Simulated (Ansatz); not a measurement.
Isomers of C2H8AlBSi, relaxed with PBE0-D4/def2-TZVP in Ansatz; electronic energies, one conformer each and not always the lowest. Functionals use def2-TZVPP; CBS adds triple-zeta CCSD(T) − MP2 to the MP2 limit of def2-TZVPP and def2-QZVPP.

Problem. Order them by energy at frozen-core CCSD(T)/CBS, lowest first. (An estimate is asked.)
A. `[AlH2][C]1([SiH3])BC1`
B. `[AlH2]/[CH]=C/B[SiH3]`
C. `B/C=[CH]/[AlH][SiH3]`

Solution. A (0.0 kJ/mol), C (10.7 kJ/mol), B (35.3 kJ/mol).

Problem. How do MP2/CBS(def2), B2PLYP, HF/CBS(def2), PBE-D4 place them (kJ/mol, against `[AlH2][C]1([SiH3])BC1`)? (Estimate.)

Solution. The calculation gave: 
```
                 isomer  MP2/CBS(def2)  B2PLYP  HF/CBS(def2)  PBE-D4
`[AlH2]/[CH]=C/B[SiH3]`           57.0    26.3           4.1    39.8
 `B/C=[CH]/[AlH][SiH3]`           34.0     3.4         -20.2    15.5
```
